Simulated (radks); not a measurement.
Values are calculated unless marked as measured or tabulated.
Correlation energies from several functionals, in hartree. Species: Be [He] 2s2; Zn2+ [Ar] 3d10; K8+ [Ne] 3s1. Code: a radial shooting solver on a logarithmic mesh with Libxc functionals. Model: non-relativistic Kohn-Sham, exchange-only PBE, spin-polarised, spherical densities, point nucleus. Every spin shell is full or empty, so the densities are truly spherical. Functionals are evaluated on that one density, not self-consistently.

PW92: Be -0.22366; Zn2+ -2.5712; K8+ -1.0279
VWN5: Be -0.22440; Zn2+ -2.5835; K8+ -1.0330
Wigner: Be -0.18317; Zn2+ -1.5008; K8+ -0.55917
Chachiyo: Be -0.21849; Zn2+ -2.5325; K8+ -1.0134
PBE: Be -0.084388; Zn2+ -1.3571; K8+ -0.42502
PBEsol: Be -0.10348; Zn2+ -1.5522; K8+ -0.50600
LYP: Be -0.094955; Zn2+ -1.3720; K8+ -0.49346
PW91: Be -0.093164; Zn2+ -1.4745; K8+ -0.48360
OP (B88): Be -0.099192; Zn2+ -1.3330; K8+ -0.47794
revTPSS: Be -0.091671; Zn2+ -1.3801; K8+ -0.43470
SCAN: Be -0.083062; Zn2+ -1.3635; K8+ -0.42511
r2SCAN: Be -0.083241; Zn2+ -1.3707; K8+ -0.42955
B95: Be -0.092008; Zn2+ -1.6291; K8+ -0.54906
